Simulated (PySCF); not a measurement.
Level of theory: PBE-D3(BJ)/def2-TZVP // r2SCAN-D4/def2-TZVP (PySCF 2.14.0). Gas-phase values, no solvent. Excitations are Tamm–Dancoff values on a coarser integration grid. The basis has no diffuse functions, so Rydberg states are missing or too high.

Reference species (SMILES): `N(C#N)C` (neutral, multiplicity 1).

```yaml
S1 oscillator strength: 0.002
S1–T1 gap (TDA): 0.28 eV
S1 excitation (TDA): 5.66 eV
```

Changed species: `CN=C=N`.

### Question
What does the change do to the S1 oscillator strength, S1–T1 gap (TDA) and S1 excitation (TDA)?

### Answer
the S1 oscillator strength hardly moves; the S1–T1 gap (TDA) rises by 0.50 eV, to 0.78 eV; the S1 excitation (TDA) increases by 0.50 eV, to 6.16 eV.
